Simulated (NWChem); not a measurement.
Everything below was run with NWChem. System: disulfane (H2S2), charge 0, spin multiplicity 1, at a geometry optimised with PBE0/def2-SVP. Level: MP2/def2-TZVP, 10 core orbitals frozen.

NWChem printed:

```
             Northwest Computational Chemistry Package (NWChem) 7.3.0
             --------------------------------------------------------

                                NWChem Input Module
                                -------------------

 Scaling coordinates for geometry "geometry" by  1.889725989
 (inverse scale =  0.529177249)

 Turning off AUTOSYM since
 SYMMETRY directive was detected!

                             Geometry "geometry" -> ""
                             -------------------------

 Output coordinates in angstroms (scale by  1.889725989 to convert to a.u.)

  No.       Tag          Charge          X              Y              Z
 ---- ---------------- ---------- -------------- -------------- --------------
    1 S                   16.0000     0.91548500     0.48550800     0.05529800
    2 S                   16.0000    -0.91548500    -0.48550800     0.05529800
    3 H                    1.0000     1.53661900    -0.26802900    -0.88476700
    4 H                    1.0000    -1.53661900     0.26802900    -0.88476700

 Effective nuclear repulsion energy (a.u.)      84.4531529072

            Nuclear Dipole moment (a.u.)
            ----------------------------
        X                 Y               Z
 ---------------- ---------------- ----------------
     0.0000000000     0.0000000000     0.0000037795

      Symmetry information
      --------------------

 Group name             C2
 Group number              4
 Group order               2
 No. of unique centers     2

      Symmetry unique atoms

     1    3


 Summary of "ao basis" -> "" (spherical)
 ------------------------------------------------------------------------------
       Tag                 Description            Shells   Functions and Types
 ---------------- ------------------------------  ------  ---------------------
 *                         def2-tzvp                  on all atoms

 Summary of "ao basis" -> "ao basis" (spherical)
 ------------------------------------------------------------------------------
       Tag                 Description            Shells   Functions and Types
 ---------------- ------------------------------  ------  ---------------------
 S                         def2-tzvp                13       37   5s5p2d1f
 H                         def2-tzvp                 4        6   3s1p

                                 NWChem SCF Module
                                 -----------------

  ao basis        = "ao basis"
  functions       =    86
  atoms           =     4
  closed shells   =    17
  open shells     =     0
  charge          =   0.00
  wavefunction    = RHF
  use symmetry    = T
  symmetry adapt  = T

 Summary of "ao basis" -> "ao basis" (spherical)
 ------------------------------------------------------------------------------
       Tag                 Description            Shells   Functions and Types
 ---------------- ------------------------------  ------  ---------------------
 S                         def2-tzvp                13       37   5s5p2d1f
 H                         def2-tzvp                 4        6   3s1p

      Symmetry analysis of basis
      --------------------------

        a          43
        b          43

 Forming initial guess at       0.1s

      Superposition of Atomic Density Guess
      -------------------------------------

 Sum of atomic energies:        -795.95862108

      Non-variational initial energy
      ------------------------------

 Total energy =    -796.346014
 1-e energy   =   -1267.969980
 2-e energy   =     387.170813
 HOMO         =      -0.289360
 LUMO         =      -0.013992

      Symmetry analysis of molecular orbitals - initial
      -------------------------------------------------

  Numbering of irreducible representations:

     1 a           2 b

  Orbital symmetries:

     1 b           2 a           3 a           4 b           5 a
     6 b           7 a           8 b           9 a          10 b
    11 a          12 b          13 a          14 b          15 a
    16 b          17 a          18 b          19 a          20 b
    21 a          22 b          23 a          24 b          25 a
    26 b          27 b

 Starting SCF solution at       0.7s
[...]
   Bfn.  Coefficient  Atom+Function         Bfn.  Coefficient  Atom+Function
  ----- ------------  ---------------      ----- ------------  ---------------
    17      0.319978  1 S  pz                54     -0.319978  2 S  pz
    20      0.233205  1 S  pz                57     -0.233205  2 S  pz
    16     -0.161770  1 S  py                53     -0.161770  2 S  py

 Vector   17  Occ=2.000000D+00  E=-3.828365D-01  Symmetry=a
              MO Center=  1.2D-13,  5.3D-14, -7.0D-02, r^2= 2.7D+00
   Bfn.  Coefficient  Atom+Function         Bfn.  Coefficient  Atom+Function
  ----- ------------  ---------------      ----- ------------  ---------------
    16      0.318914  1 S  py                53     -0.318914  2 S  py
    19      0.240031  1 S  py                56     -0.240031  2 S  py
    17     -0.181766  1 S  pz                54     -0.181766  2 S  pz

 Vector   18  Occ=0.000000D+00  E= 9.951484D-02  Symmetry=b
              MO Center=  1.0D-14,  5.4D-15, -3.0D-02, r^2= 4.9D+00
   Bfn.  Coefficient  Atom+Function         Bfn.  Coefficient  Atom+Function
  ----- ------------  ---------------      ----- ------------  ---------------
     5      0.895842  1 S  s                 42     -0.895842  2 S  s
    18     -0.807135  1 S  px                55     -0.807135  2 S  px
    19     -0.458295  1 S  py                56     -0.458295  2 S  py
    15     -0.270489  1 S  px                52     -0.270489  2 S  px
    77     -0.181074  3 H  s                 83      0.181074  4 H  s

 Vector   19  Occ=0.000000D+00  E= 1.266314D-01  Symmetry=a
              MO Center= -4.2D-15,  4.4D-15, -6.3D-01, r^2= 5.7D+00
   Bfn.  Coefficient  Atom+Function         Bfn.  Coefficient  Atom+Function
  ----- ------------  ---------------      ----- ------------  ---------------
    77      1.230927  3 H  s                 83      1.230927  4 H  s
     5     -0.767004  1 S  s                 42     -0.767004  2 S  s
    19      0.433067  1 S  py                56     -0.433067  2 S  py
    20      0.424296  1 S  pz                57      0.424296  2 S  pz
    18     -0.396485  1 S  px                55      0.396485  2 S  px

 Vector   20  Occ=0.000000D+00  E= 1.481058D-01  Symmetry=b
              MO Center=  3.5D-14, -6.5D-14, -5.7D-01, r^2= 5.4D+00
   Bfn.  Coefficient  Atom+Function         Bfn.  Coefficient  Atom+Function
  ----- ------------  ---------------      ----- ------------  ---------------
    77      1.294790  3 H  s                 83     -1.294790  4 H  s
    20      0.632091  1 S  pz                57     -0.632091  2 S  pz
     5     -0.554047  1 S  s                 42      0.554047  2 S  s
    18     -0.544194  1 S  px                55     -0.544194  2 S  px
    19      0.248077  1 S  py                56      0.248077  2 S  py

 center of mass
 --------------
 x =   0.00000000 y =   0.00000000 z =   0.05021148

 moments of inertia (a.u.)
 ------------------
          60.509650779444         -98.530763009352           0.000000000000
         -98.530763009352         214.544512316462           0.000000000000
           0.000000000000           0.000000000000         262.720841849106

  Mulliken analysis of the total density
  --------------------------------------

    Atom       Charge   Shell Charges
 -----------   ------   -------------------------------------------------------
    1 S   16    16.16   2.01  0.49  1.48  1.06  0.80  4.18  1.69  0.86  2.33  1.10  0.04  0.10  0.01
    2 S   16    16.16   2.01  0.49  1.48  1.06  0.80  4.18  1.69  0.86  2.33  1.10  0.04  0.10  0.01
    3 H    1     0.84   0.23  0.50  0.09  0.02
    4 H    1     0.84   0.23  0.50  0.09  0.02

       Multipole analysis of the density wrt the origin
       ------------------------------------------------

     L   x y z        total         open         nuclear
     -   - - -        -----         ----         -------
     0   0 0 0     -0.000000      0.000000     34.000000

     1   1 0 0      0.000000      0.000000      0.000000
     1   0 1 0      0.000000      0.000000      0.000000
     1   0 0 1     -0.516067      0.000000      0.000004

     2   2 0 0    -18.239999      0.000000    112.638528
     2   1 1 0     -0.753264      0.000000     47.850449
     2   1 0 1      0.000000      0.000000      0.000000
     2   0 2 0    -21.375140      0.000000     27.449542
     2   0 1 1      0.000000      0.000000      0.000000
     2   0 0 2    -20.267619      0.000000      5.940384

                   NWChem MP2 Semi-direct Energy/Gradient Module
                   ---------------------------------------------

  Basis functions       =     86
  Molecular orbitals    =     86
  Frozen core           =     10
  Frozen virtuals       =      0
  Active alpha occupied =      7
  Active beta occupied  =      7
  Active alpha virtual  =     69
  Active beta virtual   =     69
  Use MO symmetry       = T
  Use skeleton AO sym   = T

  AO/Fock/Back tols     =   1.0D-09  1.0D-09  1.0D-09

 GA uses MA = F    GA memory limited = T

 Available:
  local mem=  1.15D+08
 global mem=  1.31D+08
 local disk=  0.00D+00
  mp2_memr nvloc                    69
  nvloc new                    69
   1 passes of   7:        4194304                      39228                   6046169.
   1 passes of   7: M    114683271           G      131057208           F     110488967.

 Semi-direct pass number   1 of   1  for RHF alpha+beta  at        1.4s
  vrange nnbf                  3674
  mp2_eaftype                    23  avail_ma_in_mb                   999
 EAF : mp2_eaftype filesize          23    3023084.
  mp2_eaf for mointskh                     23
Node 0 wrote     14.2 Mb in      0.0 s     Agg I/O rate:  1623.3 Mb/s
 Done moints_semi at        4.0s
  mp2_eaftype                    23  avail_ma_in_mb                   976
 EAF : mp2_eaftype filesize          23    3023084.
  mp2_eaf for kh                    23
 Done maket at        4.1s
 Done multipass loop at        4.1s

          -------------------------------------------
          SCF energy                -796.248552386292
          Correlation energy          -0.345019145465
          Singlet pairs               -0.226127133884
          Triplet pairs               -0.118892011581
          Total MP2 energy          -796.593571531757
          -------------------------------------------

          ---------------------------------------------------
                    Spin Component Scaled (SCS) MP2
          Same spin pairs                     -0.079261341054
          Same spin scaling factor             0.333333333333
          Opposite spin pairs                 -0.265757804411
          Opposite spin scaling fact.          1.200000000000
          SCS-MP2 correlation energy          -0.345329812311
          Total SCS-MP2 energy              -796.593882198604
          ---------------------------------------------------

 -----------------------
 Performance information
 -----------------------

 Timer overhead =  1.49D-07 seconds/call

               Nr. of calls         CPU time (s)                 Wall time (s)                GFlops
             ---------------    -------------------     ------------------------------   -------------------
Name         Min   Avg   Max    Min     Avg     Max     Min     Avg     Max   Mx/calls   Min     Max     Sum
mp2: moin     1     1     1    2.5     2.5     2.5      2.5     2.5     2.5     2.5      0.0     0.0     0.0
mp2: make     1     1     1   9.86E-2 9.86E-2 9.86E-2  9.86E-2 9.86E-2 9.86E-2 9.86E-2   0.0     0.0     0.0
mp2: tota     1     1     1    2.7     2.7     2.7      2.7     2.7     2.7     2.7      0.0     0.0     0.0

 The average no. of pstat calls per process was 3.00D+00
 with a timing overhead of 4.47D-07s

 Task  times  cpu:        4.0s     wall:        4.0s

 Total times  cpu:        4.1s     wall:        4.1s
```

Q: Write an NWChem input that would produce this output.

A: One answer among several that fit: 
```
start mol
memory heap 200 mb stack 800 mb global 1000 mb
geometry units angstroms nocenter noautoz
  S      0.915485     0.485508     0.055298
  S     -0.915485    -0.485508     0.055298
  H      1.536619    -0.268029    -0.884767
  H     -1.536619     0.268029    -0.884767
  symmetry group C2
end
basis spherical
  * library def2-tzvp
end
scf
  rhf
  nopen 0
  maxiter 100
  thresh 1e-7
  semidirect memsize 60000000 filesize 0
end
mp2
  freeze core 10
end
task mp2 energy
```
